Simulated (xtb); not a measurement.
xtb input (GFN2-xTB):

```bash
xtb mol.xyz --gfn 2 --sp --chrg 0 --uhf 0
```
mol.xyz:
```
8

O      1.57383933    -0.87974550     0.39246155
C      0.93009534     0.21822231    -0.01170022
O      1.42571300     1.25787969    -0.32271334
C     -0.59788718    -0.04199041    -0.02492080
F     -1.02633740    -0.37041169     1.20297162
F     -1.24942498     1.04414910    -0.42568393
F     -0.89263482    -1.05079124    -0.85834424
H      2.52590729    -0.68898050     0.39124938
```

End of the output:

```
         :::::::::::::::::::::::::::::::::::::::::::::::::::::
         ::                     SUMMARY                     ::
         :::::::::::::::::::::::::::::::::::::::::::::::::::::
         :: total energy             -27.114173560928 Eh    ::
         :: gradient norm              0.023935015198 Eh/a0 ::
         :: HOMO-LUMO gap              4.702049063445 eV    ::
         ::.................................................::
         :: SCC energy               -27.228800548549 Eh    ::
         :: -> isotropic ES            0.079322276767 Eh    ::
         :: -> anisotropic ES          0.005545685358 Eh    ::
         :: -> anisotropic XC         -0.023058405278 Eh    ::
         :: -> dispersion             -0.003976363958 Eh    ::
         :: repulsion energy           0.114626987621 Eh    ::
         :: add. restraining           0.000000000000 Eh    ::
         :: total charge               0.000000000000 e     ::
         :::::::::::::::::::::::::::::::::::::::::::::::::::::

           -------------------------------------------------
          |                Property Printout                |
           -------------------------------------------------

    * Orbital Energies and Occupations

         #    Occupation            Energy/Eh            Energy/eV
      -------------------------------------------------------------
         1        2.0000           -0.9071491             -24.6848
       ...           ...                  ...                  ...
         9        2.0000           -0.6603023             -17.9677
        10        2.0000           -0.6517580             -17.7352
        11        2.0000           -0.6379552             -17.3596
        12        2.0000           -0.6334844             -17.2380
        13        2.0000           -0.6000295             -16.3276
        14        2.0000           -0.5715769             -15.5534
        15        2.0000           -0.5712372             -15.5442
        16        2.0000           -0.5604587             -15.2509
        17        2.0000           -0.5596016             -15.2275
        18        2.0000           -0.5594977             -15.2247
        19        2.0000           -0.5480869             -14.9142
        20        2.0000           -0.5428442             -14.7715
Note: The following floating-point exceptions are signalling: IEEE_DENORMAL
normal termination of xtb
        21        2.0000           -0.4860173             -13.2252 (HOMO)
        22                         -0.3132202              -8.5232 (LUMO)
        23                         -0.0314190              -0.8550
        24                          0.0195817               0.5328
        25                          0.0677654               1.8440
        26                          0.0813757               2.2143
        27                          0.1012599               2.7554
        28                          0.1783500               4.8532
        29                          0.6071229              16.5207
      -------------------------------------------------------------
                  HL-Gap            0.1727971 Eh            4.7020 eV
             Fermi-level           -0.3996187 Eh          -10.8742 eV

     #   Z          covCN         q      C6AA      α(0)
     1   8 O        1.659    -0.331    19.553     5.969
     2   6 C        2.686     0.345    21.141     7.525
     3   8 O        0.856    -0.317    20.093     6.010
     4   6 C        3.326     0.470    17.641     6.674
     5   9 F        0.789    -0.180    11.027     3.923
     6   9 F        0.789    -0.171    10.939     3.907
     7   9 F        0.789    -0.180    11.027     3.923
     8   1 H        0.804     0.363     0.559     1.174

 Mol. C6AA /au·bohr⁶  :        796.462038
 Mol. C8AA /au·bohr⁸  :      16962.605377
 Mol. α(0) /au        :         39.103775

Wiberg/Mayer (AO) data.
largest (>0.10) Wiberg bond orders for each atom

 ---------------------------------------------------------------------------
     #   Z sym  total        # sym  WBO       # sym  WBO       # sym  WBO
 ---------------------------------------------------------------------------
     1   8 O    2.253 --     2 C    1.178     8 H    0.845     3 O    0.209
     2   6 C    3.945 --     3 O    1.827     1 O    1.178     4 C    0.871
     3   8 O    2.121 --     2 C    1.827     1 O    0.209
     4   6 C    3.853 --     6 F    0.977     7 F    0.960     5 F    0.960
                             2 C    0.871
     5   9 F    1.094 --     4 C    0.960
     6   9 F    1.107 --     4 C    0.977
     7   9 F    1.094 --     4 C    0.960
     8   1 H    0.868 --     1 O    0.845
 ---------------------------------------------------------------------------

Topologies differ in total number of bonds
Writing topology from bond orders to xtbtopo.mol

molecular dipole:
                 x           y           z       tot (Debye)
 q only:        1.025      -0.426       0.207
   full:        1.174      -0.468       0.231       3.266
molecular quadrupole (traceless):
                xx          xy          yy          xz          yz          zz
 q only:        5.122      -3.614      -3.970       1.591       0.742      -1.152
  q+dip:        7.515      -3.691      -6.210       1.766       1.505      -1.306
   full:        6.886      -3.967      -6.265       1.766       1.760      -0.621

           -------------------------------------------------
          | TOTAL ENERGY              -27.114173560928 Eh   |
          | GRADIENT NORM               0.023935015198 Eh/α |
          | HOMO-LUMO GAP               4.702049063445 eV   |
           -------------------------------------------------

------------------------------------------------------------------------
------------------------------------------------------------------------
 total:
 SCF:
```
